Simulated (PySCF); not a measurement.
Species: C5H4F3O (doublet state).
Atom-mapped SMILES: `[OH:1][C:2]([CH:3]1[CH:4]=[CH:5]1)[C:6]([F:7])([F:8])[F:9]` (hydrogens: H10 on O1; H11 on C3; H12 on C4; H13 on C5)

Structure used (GFN2-xTB), in Å, numbered top down from 1:
```xyz
13
C5H4F3O angstrom
O     -1.3595   -1.6671    0.3478
C     -0.5646   -0.5932    0.0619
C      0.8223   -0.6142    0.4893
C      1.8822    0.1429   -0.2931
C      1.5430    0.6782    0.8359
C     -1.1352    0.5636   -0.6574
F     -2.4307    0.3699   -0.9677
F     -1.0848    1.7279    0.0410
F     -0.5046    0.8509   -1.8244
H     -2.2569   -1.5295    0.0165
H      1.0800   -1.5340    1.0027
H      2.4178    0.1479   -1.2094
H      1.5866    1.4572    1.5554
```

The hyperfine couplings belong to this conformer and change with its torsions.

Computed with UKS B3LYP, pcH-1 on C F H O, non-relativistic, mean-field spin-orbit, GIAO (PySCF 2.14.0). The structure is a single GFN2-xTB conformer in the gas phase; no vibrational or solvent corrections. A GFN2-xTB geometry isn't a minimum of the functional, and hyperfine couplings can be far from their values at a DFT geometry. The SCF solution wasn't tested for stability.

Q: Break the g tensor into its mass correction, gauge correction and orbital-Zeeman/spin–orbit terms.

A: 
```tsv
Δg (ppm)	1	2	3
relativistic mass correction	-227	-227	-227
gauge correction	22	49	65
orbital Zeeman/spin–orbit	-474	665	1765
total	-680	487	1603
```

So g = 2.00164, 2.00281, 2.00392 and g_iso = 2.00279; the tensor is rhombic: the two nearest values differ by 49 % of g3 − g1. Axes: g2 points within 1° of the O1–C2 bond.

Q: What effective moment and Curie constant follow for a powder?

A: With the mean of g² = 4.0112 and S(S+1) = 0.75: μ_eff = √(⟨g²⟩S(S+1)) = 1.734 μB and χT = 0.12505·⟨g²⟩·S(S+1) = 0.376 cm³ K/mol (cgs; spin-Hamiltonian part alone).

Q: At 9.374 GHz, how far is the centre of the isotropic spectrum from where a free electron (g = 2.002319) resonates?

A: B = hν/(g μB) with μB/h = 13.99624 MHz/mT gives 334.49 mT for the free electron and 334.41 mT at g_iso, 0.08 mT lower.

Q: In a frozen sample, at which fields do the three g values resonate at 9.5, 34, 94 and 263 GHz (hyperfine left aside), and which band first spreads them over more than twice a line width of 0.5 mT?

A: 
```
band    GHz  B(g3) mT  B(g2) mT  B(g1) mT  spread mT
   X    9.5    338.71    338.90    339.10       0.39
   Q   34.0   1212.23   1212.91   1213.62       1.38
   W   94.0   3351.47   3353.34   3355.29       3.82
   J  263.0   9376.99   9382.21   9387.68      10.69
```

The spread grows in proportion to the frequency. Q band is the first where it exceeds 1.0 mT.

Largest spin populations (Mulliken): C2 (+0.75), O1 (+0.13), C3 (-0.08) and C5 (+0.07). C2 is the only atom above +0.15. The positive populations add up to 1.08 and the negative ones to -0.08, together 2S = 1. The angles at C2 add up to 360.0°, so it is planar.

The HOMO–LUMO gaps are 4.63 eV among the α and 5.77 eV among the β orbitals.
